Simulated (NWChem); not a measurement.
BHCl, doublet; SMILES [BH]Cl

Computed with NWChem. Pople sets run with spherical d functions. Spin-unrestricted. In the optimisation the excess spin sits in a' (Cs, its own frame). No stability test was run on the SCF state. B3LYP is NWChem's, with the RPA form of VWN correlation. The level has its own optimisation; frequencies are unscaled.

Problem. What does the run give for B3LYP/6-31G*? Quantities: r B–Cl (Å); r B–H (Å); highest harmonic frequency (cm⁻¹); lowest (cm⁻¹); zero-point energy (kcal/mol); dipole (D).

Solution. 
```
Item                               Result
---------------------------------  ------
r B–Cl (Å)                          1.731
r B–H (Å)                           1.194
highest harmonic frequency (cm⁻¹)    2666
lowest (cm⁻¹)                         840
zero-point energy (kcal/mol)          6.3
dipole (D)                           0.51
```
